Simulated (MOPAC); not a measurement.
Molecule: SnBr, charge 1, multiplicity 1. SMILES: [Br][Sn+]

Atoms: Sn1, Br2. Bonds: Sn1-Br2.

Bond lengths (Å) and angles (degrees) optimised at AM1 with MOPAC; PM3 with MOPAC; PM6 with MOPAC; MNDO with MOPAC, each started from the B3LYP-D3(BJ)/def2-TZVP structure (Ansatz) of the last column. A row stands for all coordinates that are equal there.

| coordinate | AM1 | PM3 | PM6 | MNDO | B3LYP-D3(BJ)/def2-TZVP |
|---|---|---|---|---|---|
| Sn1-Br2 | 2.325 | 2.275 | 2.302 | 2.287 | 2.423 |

Mean signed difference of all 1 bond lengths from B3LYP-D3(BJ)/def2-TZVP: AM1 -0.098 Å, PM3 -0.148 Å, PM6 -0.121 Å, MNDO -0.136 Å.
